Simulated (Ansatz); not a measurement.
Consider the ligand exchange at the Si–O bond: `C[SiH](O)F` + `O[SiH2]O` → `C[SiH](F)O[SiH2]O` + H₂O.

Computed with Ansatz on PBE0-D4/def2-TZVP structures; ΔE is electronic, products minus reactants. CBS: MP2 limit from def2 TZ/QZ plus the TZ coupled-cluster correction, frozen cores. This one scheme is used for every species. Functionals use def2-TZVPP. B3LYP here is the variant with VWN-RPA as its local correlation; programs differ in this. Each species was taken in one conformer, which may not be the lowest.

```json
{"level": "PBE-D4", "ΔE (kcal/mol)": "-3.9"}
{"level": "B3LYP-D4", "ΔE (kcal/mol)": "-5.4"}
{"level": "B2PLYP", "ΔE (kcal/mol)": "-3.8"}
{"level": "PBE", "ΔE (kcal/mol)": "-2.4"}
{"level": "PBE0", "ΔE (kcal/mol)": "-3.3"}
{"level": "CCSD(T)/def2-TZVPP", "ΔE (kcal/mol)": "-5.0"}
{"level": "MP2/def2-QZVPP", "ΔE (kcal/mol)": "-5.3"}
{"level": "MP2/CBS(def2)", "ΔE (kcal/mol)": "-5.4"}
```

Q: What does CCSD(T)/CBS give? (An estimate is asked.)

A: Computed: -5.5 kcal/mol. The listed levels differ from it by 1.6, 0.1, 1.7, 3.1, 2.2, 0.5, 0.2, 0.1 kcal/mol.

Largest T1 diagnostic among the species: 0.011.

The D4 term adds −2.3 kcal/mol with B3LYP and −1.4 kcal/mol with PBE0; it sums over pairs of atoms, weighted by their polarisabilities, and B3LYP, whose exchange is more repulsive, gets the larger term. From PBE to PBE0 (25 % exact exchange), in def2-TZVPP and without D4, ΔE moves by −0.9 kcal/mol.
